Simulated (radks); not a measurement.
The numbers below are computed, except where a source is named.
Removal energies from the calcium ion Ca13+, [He] 2s2 2p3, by Delta-SCF beside the eigenvalue of the level emptied. Code: a radial shooting solver on a logarithmic mesh with Libxc functionals. Model: scalar-relativistic Kohn-Sham, LDA (Slater exchange, Perdew-Wang correlation), spin-polarised, spherical densities, finite nucleus; Fermi nuclear charge, rms radius of each element as measured or else 0.836 A^(1/3) + 0.57 fm. Open shells are filled with parallel spins first.

removed from	final configuration	Delta-SCF (eV)	-eigenvalue (eV)
2p	[He] 2s2 2p2	820.04	782.92
2s	[He] 2s1 2p3	850.87	823.93
1s	1s1 2s2 2p3	4566.9	4455.8
